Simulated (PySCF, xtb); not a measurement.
C2H3BF2O, SMILES C=C(F)B(O)F. One conformer was computed; it need not be the lowest.

Harmonic wavenumbers (cm⁻¹) from GFN2-xTB in xtb 6.7.1 at its own minimum, in rising order: 70, 146, 284, 314, 415, 470, 590, 636, 696, 729, 906, 908, 925, 1116, 1264, 1356, 1361, 1664, 3113, 3169, 3608.

Question: What does B3LYP-D3(BJ)/def2-SVP (PySCF) give at its own minimum? (The exact figures need the calculation; the answer reports its results.)

Answer: 82, 176, 334, 341, 447, 513, 612, 706, 728, 763, 926, 936, 1009, 1195, 1359, 1415, 1490, 1720, 3160, 3268, 3827. Paired by order, the mean absolute difference is 60 cm⁻¹ and the zero-point energies are 33.9 and 35.7 kcal/mol.
